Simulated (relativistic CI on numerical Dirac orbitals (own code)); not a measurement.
**One change at a time: Mn II**

Base calculation: Dirac-Coulomb-Breit CI, orbitals from a KLI potential per configuration, QED by a radiative potential, valence Slater integrals scaled by 0.85, P86 correlation energy added to each configuration.

CI space (outside the closed core [Ar]): 3d5.4s, 3d6, 3d5.4p, 3d4.4s2, 3d5.4d, 3d5.4f, 3d5.5s, 3d4.4s.4p, 3d5.5p, 3d3.4s.4p2, 3d5.6s, 3d4.4p2, 3d5.5d, 3d5.6p, 3d5.7s, 3d5.5g, 3d5.5f, 3d5.6d, 3d5.7p, 3d5.7d, 3d4.4s.5p, 3d3.4s2.4p, 3d4.4s.5s, 3d4.4s.6s, 3d4.4s.5d, 3d4.4s.4d, 3d4.4s.6p, 3d4.4p.4d, 3d4.4s.7s, 3d4.4s.7p. Levels of other configurations are missing.

The lowest level and the first level of each name with at least 55 % of one term (blank where a level has no safe partner in the second run):

```csv
Level,Base (cm⁻¹),Shift (cm⁻¹)
3d5.4s 7S_3,0.0,0.0
3d5.4s 5S_2,9871.9,+2134.7
3d6 5D_4,19993.5,+399.3
3d6 5D_3,20231.8,+414.9
3d6 5D_2,20400.2,+426.3
3d6 5D_1,20508.6,+433.9
3d6 5D_0,20561.6,+437.7
3d5.4s 5G_6,27771.3,-166.9
3d5.4s 5G_5,27795.7,-167.2
3d5.4s 5G_4,27809.8,-167.7
3d5.4s 5G_3,27817.2,-168.2
3d5.4s 5G_2,27820.3,-168.6
3d5.4s 5P_3,31604.3,-70.2
3d5.4s 5P_2,31630.4,-69.7
3d5.4s 5P_1,31661.9,-68.6
3d5.4s 3G_5,34131.1,+1089.4
3d5.4s 3G_4,34147.2,
3d5.4s 3G_3,34152.8,
3d5.4s 5D_4,34206.5,
3d5.4s 5D_0,34238.5,-56.5
3d5.4s 5D_1,34256.0,-56.6
3d5.4s 5D_3,34273.3,
```

For a near-neutral ion this model can misplace configurations by up to about 10,000 cm⁻¹ (more where the count of f electrons changes) and terms by 10 to 25 % of their spread. Rates follow the energies as ν³ (E1, M1) or ν⁵ (E2), so they and the lifetimes can be off by large factors. The fine structure of a lone outer electron comes out too small, for d and f at times inverted, and misplaced configurations move strength between like terms. 17 of the 17 excited levels that our extract of the measured tables holds in this range could be paired (the sources list more); they are missed by 2194 cm⁻¹ on average and 5668 at most, and levels without a partner can miss by more.

Problem. One thing was changed in a second run, which moved the levels as shown. Which?
A. no correlation estimate
B. QED terms removed
C. configuration mixing switched off
D. self-excluded LDA correlation estimate
E. Breit term removed
F. only the first 3 configurations

Solution. F. Only the first 3 configurations. With fewer configurations the levels that remain lose their mixing partners.

LS names give the leading component of a level, which can be under half, so a name can repeat, a term be missing and a line seem to break the LS rules.
